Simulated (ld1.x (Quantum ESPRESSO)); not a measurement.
## Pseudopotential generation for lithium: RRKJ, LDA (PZ), scalar-relativistic.

The input file (ld1.x (Quantum ESPRESSO) 7.5):

```
&input
   title='Li', zed=3., rel=1, dft='PZ', iswitch=3,
   config='[He] 2s1 2p0 3d-2',
   nld=3, rlderiv=4.55, eminld=-6.0, emaxld=5.0, deld=0.02
 /
 &inputp
   pseudotype=2, tm=.false., lloc=-1, rcloc=1.15,
   nlcc=.false.,
   file_pseudopw='Li.UPF', file_wfcaegen='ae.wfc', file_wfcncgen='nc.wfc', file_beta='beta', file_chi='chi'
 /
3
1S  1  0   2.00   0.00  0.60  0.60  0.0
2P  2  1   0.00   0.00  4.20  4.20  0.0
3D  3  2  -2.00   0.15  3.15  3.15  0.0
 &test
   configts(1)='1s2 2s1 2p0'
 /
```

Command:

```bash
ld1.x < Li.in > Li.out
```

Output (shortened: banner, matrices, multipoles, cross overlaps and the repeated all-electron block are left out):

```
Program LD1 v.7.5
     --------------------------- All-electron run ----------------------------

     Li
     scalar relativistic calculation

     atomic number is  3.00
     dft =PZ   lsd =0 sic =0 latt =0  beta=0.20 tr2=1.0E-14
     Exchange-correlation= PZ
                           (   1   1   0   0   0   0   0)
     mesh =1017 r(mesh) =  99.62247 a.u. xmin = -7.00 dx = 0.01250
     1 Ry =  13.60569312 eV, c = 137.03599908

     n l     nl                  e(Ry)          e(Ha)          e(eV)
     1 0     1S 1( 2.00)        -3.7559        -1.8779       -51.1013
     2 0     2S 1( 1.00)        -0.2114        -0.1057        -2.8768
     2 1     2P 1( 0.00)        -0.0829        -0.0415        -1.1282

     final scf error:  4.7E-15 reached in  14 iterations

     Etot =     -14.669720 Ry,      -7.334860 Ha,    -199.591708 eV

     Ekin =      14.477654 Ry,       7.238827 Ha,     196.978513 eV
     Encl =     -33.827029 Ry,     -16.913514 Ha,    -460.240172 eV
     Eh   =       7.982512 Ry,       3.991256 Ha,     108.607605 eV
     Exc  =      -3.302857 Ry,      -1.651428 Ha,     -44.937653 eV

     normalization and overlap integrals

     s(1S/1S) =  1.000000  <r> =   0.5887  <r2> =    0.4765  r(max) =   0.3638
     s(2S/2S) =  1.000000  <r> =   3.9312  <r2> =   18.4427  r(max) =   3.1233
     s(2P/2P) =  1.000000  <r> =   5.0086  <r2> =   30.9523  r(max) =   3.9114

     ------------------------ End of All-electron run ------------------------

     --------------------- Generating NC pseudopotential ---------------------

      Generating local potential from pseudized AE potential:
      Matching radius rcloc =   1.1500

      Local pseudo, rcloc= 1.163 Estimated cut-off energy=    17.34 Ry

      Wfc   1S  rcut= 0.607  Estimated cut-off energy=      340.62 Ry
      This function has    0 nodes for 0 < r <    0.607

      Wfc   2P  rcut= 4.164  Estimated cut-off energy=       10.04 Ry
      This function has    0 nodes for 0 < r <    4.164

      Wfc   3D  rcut= 3.163  Estimated cut-off energy=       22.19 Ry
      This function has    0 nodes for 0 < r <    3.163

     ------------------- End of pseudopotential generation -------------------

     Computing logarithmic derivative in   4.57294
     Message from routine compute phi:
     negative determinant

      ld=  -0.061455 f2ae  0.095368 faenor  0.433187
     Computing logarithmic derivative in   4.57294
     Computing the partial wave expansion
     R is outside the sphere for l=    0 j= 0.00
     R is outside the sphere for l=    1 j= 0.00
     R is outside the sphere for l=    2 j= 0.00

     ---------------------- Testing the pseudopotential ----------------------

     Li
     scalar relativistic calculation

     atomic number is  3.00   valence charge is  3.00
     dft =PZ   lsd =0 sic =0 latt =0  beta=0.20 tr2=1.0E-14
     mesh =1017 r(mesh) =  99.62247 xmin = -7.00 dx = 0.01250

     n l     nl             e AE (Ry)        e PS (Ry)    De AE-PS (Ry)
     1 0     1S   1( 2.00)       -3.75588       -3.75588       -0.00000
     2 0     2S   1( 1.00)       -0.21144       -0.21008       -0.00136
     2 1     2P   1( 0.00)       -0.08292       -0.08292       -0.00000

     eps = 1.8E-15  iter =  3

     Etot =     -14.669720 Ry,      -7.334860 Ha,    -199.591708 eV
     Etotps =   -14.617436 Ry,      -7.308718 Ha,    -198.880352 eV

     Ekin =      13.496406 Ry,       6.748203 Ha,     183.627958 eV
     Encl =     -20.998972 Ry,     -10.499486 Ha,    -285.705566 eV
     Ehrt =       7.920688 Ry,       3.960344 Ha,     107.766457 eV
     Ecxc =      -3.269485 Ry,      -1.634743 Ha,     -44.483611 eV
     Epseu=     -11.766074 Ry,      -5.883037 Ha,    -160.085590 eV

     ---------------------- End of pseudopotential test ----------------------
```

Generation and configuration tests took about 0.55 s on one core of a shared server CPU.

Transferability test of the new file with ld1.x, input:

```
&input
   title='Li', zed=3., rel=1, dft='PZ', iswitch=2,
   config='[He] 2s1 2p0 3d-2'
 /
 &test
   file_pseudo='Li.UPF', nconf=7,
   configts(1)='1s2 2s1 2p0',
   configts(2)='1s2 2s0 2p0',
   configts(3)='1s2 2s0.5 2p0',
   configts(4)='1s2 2s0 2p1',
   configts(5)='1s1 2s1 2p0',
   configts(6)='1s2 2s1 2p0', lsdts(6)=1,
   configts(7)='1s2 2s0.5 2p0', lsdts(7)=1
 /
```

```bash
ld1.x < Li.test.in > Li.test.out
```

Pseudopotential blocks of its output, shortened (energy terms left out):

```
     ---------------------- Testing the pseudopotential ----------------------

     n l     nl             e AE (Ry)        e PS (Ry)    De AE-PS (Ry)
     1 0     1S   1( 2.00)       -3.75588       -3.75588       -0.00000
     2 0     2S   1( 1.00)       -0.21144       -0.21008       -0.00136
     2 1     2P   1( 0.00)       -0.08292       -0.08292        0.00000

     eps = 6.0E-15  iter = 14

     Etot =     -14.669720 Ry,      -7.334860 Ha,    -199.591708 eV
     Etotps =   -14.617437 Ry,      -7.308718 Ha,    -198.880357 eV

     ---------------------- End of pseudopotential test ----------------------

          ---------------------- Testing the pseudopotential ----------------------

     n l     nl             e AE (Ry)        e PS (Ry)    De AE-PS (Ry)
     1 0     1S   1( 2.00)       -4.37964       -4.37549       -0.00415
     2 0     2S   1( 0.00)       -0.47992       -0.47610       -0.00382
     2 1     2P   1( 0.00)       -0.33591       -0.32784       -0.00807  !

     eps = 1.4E-15  iter =  9

     Etot =     -14.284634 Ry,      -7.142317 Ha,    -194.352341 eV
     Etotps =   -14.234652 Ry,      -7.117326 Ha,    -193.672312 eV
     dEtot_ae =       0.385086 Ry
     dEtot_ps =       0.382784 Ry,   Delta E=       0.002302 Ry

     ---------------------- End of pseudopotential test ----------------------

          ---------------------- Testing the pseudopotential ----------------------

     n l     nl             e AE (Ry)        e PS (Ry)    De AE-PS (Ry)
     1 0     1S   1( 2.00)       -4.04129       -4.03964       -0.00165
     2 0     2S   1( 0.50)       -0.39112       -0.38888       -0.00224
     2 1     2P   1( 0.00)       -0.24726       -0.24578       -0.00148

     eps = 2.3E-15  iter = 16

     Etot =     -14.519452 Ry,      -7.259726 Ha,    -197.547213 eV
     Etotps =   -14.468059 Ry,      -7.234029 Ha,    -196.847967 eV
     dEtot_ae =       0.150268 Ry
     dEtot_ps =       0.149378 Ry,   Delta E=       0.000890 Ry

     ---------------------- End of pseudopotential test ----------------------

          ---------------------- Testing the pseudopotential ----------------------

     n l     nl             e AE (Ry)        e PS (Ry)    De AE-PS (Ry)
     1 0     1S   1( 2.00)       -3.86187       -3.86682        0.00496
     2 0     2S   1( 0.00)       -0.24578       -0.24518       -0.00059
     2 1     2P   1( 1.00)       -0.11633       -0.11600       -0.00033

     eps = 1.6E-16  iter = 11

     Etot =     -14.540819 Ry,      -7.270410 Ha,    -197.837924 eV
     Etotps =   -14.489397 Ry,      -7.244699 Ha,    -197.138296 eV
     dEtot_ae =       0.128901 Ry
     dEtot_ps =       0.128039 Ry,   Delta E=       0.000862 Ry

     ---------------------- End of pseudopotential test ----------------------

          ---------------------- Testing the pseudopotential ----------------------

     n l     nl             e AE (Ry)        e PS (Ry)    De AE-PS (Ry)
     1 0     1S   1( 1.00)       -6.22139       -6.21671       -0.00468
     2 0     2S   1( 1.00)       -0.90433       -0.89645       -0.00788  !
     2 1     2P   1( 0.00)       -0.74658       -0.71753       -0.02905  !

     eps = 8.5E-15  iter = 12

     Etot =      -9.717575 Ry,      -4.858788 Ha,    -132.214345 eV
     Etotps =    -9.665780 Ry,      -4.832890 Ha,    -131.509643 eV
     dEtot_ae =       4.952145 Ry
     dEtot_ps =       4.951656 Ry,   Delta E=       0.000489 Ry

     ---------------------- End of pseudopotential test ----------------------

          ---------------------- Testing the pseudopotential ----------------------

     n l     nl             e AE (Ry)        e PS (Ry)    De AE-PS (Ry)
     1 0     1S   1( 1.00)       -3.74870       -3.74835       -0.00035
     2 0     2S   1( 1.00)       -0.23267       -0.23121       -0.00146
     2 1     2P   1( 0.00)       -0.09843       -0.09884        0.00042
     1 0     1S   2( 1.00)       -3.73375       -3.73431        0.00055
     2 0     2S   2( 0.00)       -0.13828       -0.13711       -0.00116
     2 1     2P   2( 0.00)       -0.02980       -0.02931       -0.00048

     eps = 5.3E-15  iter = 19

     Etot =     -14.686855 Ry,      -7.343427 Ha,    -199.824837 eV
     Etotps =   -14.634498 Ry,      -7.317249 Ha,    -199.112486 eV
     dEtot_ae =      -0.017135 Ry
     dEtot_ps =      -0.017061 Ry,   Delta E=      -0.000074 Ry

     ---------------------- End of pseudopotential test ----------------------

          ---------------------- Testing the pseudopotential ----------------------

     n l     nl             e AE (Ry)        e PS (Ry)    De AE-PS (Ry)
     1 0     1S   1( 1.00)       -4.04109       -4.03918       -0.00191
     2 0     2S   1( 0.50)       -0.41042       -0.40810       -0.00233
     2 1     2P   1( 0.00)       -0.26344       -0.26230       -0.00114
     1 0     1S   2( 1.00)       -4.03167       -4.03034       -0.00133
     2 0     2S   2( 0.00)       -0.33796       -0.33582       -0.00214
     2 1     2P   2( 0.00)       -0.20150       -0.19937       -0.00212

     eps = 1.8E-15  iter = 18

     Etot =     -14.526142 Ry,      -7.263071 Ha,    -197.638236 eV
     Etotps =   -14.474721 Ry,      -7.237361 Ha,    -196.938613 eV
     dEtot_ae =       0.143578 Ry
     dEtot_ps =       0.142716 Ry,   Delta E=       0.000862 Ry

     ---------------------- End of pseudopotential test ----------------------
```
